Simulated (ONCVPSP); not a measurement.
**Scattering properties, ONCV potential for Au**

* Element: Au (Z = 79)
* Generator: ONCVPSP 4.0.1
* Type: optimised norm-conserving Vanderbilt (ONCV)
* Functional: LDA (Perdew-Zunger)
* Relativity: fully relativistic
* Frozen core: [Kr] 4d10 4f14
* Valence charge: 19
* Reference configuration: 5s2 5p6 5d9 (charge +2)
* Partial waves: 5s: rc 1.10 bohr, ncon 4, nbas 7, qcut 5.6 1/bohr, 2 projectors, debl 1.8 Ha; 5p: rc 1.15 bohr, ncon 4, nbas 8, qcut 6 1/bohr, 2 projectors, debl 2.6 Ha; 5d: rc 1.60 bohr, ncon 4, nbas 8, qcut 11.6 1/bohr, 2 projectors, debl 3.7 Ha
* Local potential: polynomial inside 1.05 bohr (lpopt 5, dvloc0 0 Ha)
* Core correction: polynomial model core, fcfact 0.6

Open shells are filled in proportion to 2j + 1.

In the s channel the program set the typed energies aside and used -4.783, 0.250 Ha. In the p channel the program set the typed energies aside and used -2.832, 0.250 Ha (j = l + 1/2; the other j can differ).

The phase is arctan(r·R′/R) of the radial function R(r), unwrapped; energies in Ha, scanned from -6 to 5 Ha. A pole is an energy at which the radial function vanishes at the test radius. The pseudo phase is shifted by a multiple of π to meet the all-electron one at the reference energy, and phase errors are pseudo minus all-electron; the curves can meet again beyond the range given. Levels narrower than the energy grid can be missing from the lists of poles.

For each channel, where are the poles, and over which energies does the pseudopotential scatter like the atom?

| channel | radius (bohr) | reference energy (Ha) | poles, all-electron | poles, pseudo | unbroken range about the reference energy with phases within 0.05 rad | phase error 1 Ha above the reference energy (rad) |
| --- | --- | --- | --- | --- | --- | --- |
| s | 1.11 | -4.78 | -1.05 | -1.05 | the whole range | -0.000 |
| p3/2 | 1.17 | -2.83 | 1.64 | 1.64 | the whole range | -0.000 |
| p1/2 | 1.17 | -3.45 | -0.03 | -0.03 | the whole range | -0.000 |
| d5/2 | 1.62 | -0.99 | 0.59 | 0.59 | the whole range | -0.000 |
| d3/2 | 1.62 | -1.05 | 0.41 | 0.41 | the whole range | -0.000 |

Phases in the p1/2 channel:

| E (Ha) | all-electron | pseudo |
| --- | --- | --- |
| -5.96 | 0.398 | 0.397 |
| -5.40 | -0.039 | -0.039 |
| -4.84 | -0.521 | -0.521 |
| -4.28 | -0.882 | -0.882 |
| -3.72 | -1.109 | -1.109 |
| -3.16 | -1.253 | -1.253 |
| -2.60 | -1.350 | -1.350 |
| -2.04 | -1.419 | -1.419 |
| -1.48 | -1.473 | -1.473 |
| -0.92 | -1.516 | -1.516 |
| -0.36 | -1.552 | -1.552 |
| 0.20 | -1.583 | -1.583 |
| 0.76 | -1.611 | -1.611 |
| 1.32 | -1.638 | -1.638 |
| 1.88 | -1.665 | -1.665 |
| 2.44 | -1.691 | -1.691 |
| 3.00 | -1.719 | -1.719 |
| 3.56 | -1.749 | -1.750 |
| 4.12 | -1.783 | -1.784 |
| 4.68 | -1.823 | -1.825 |
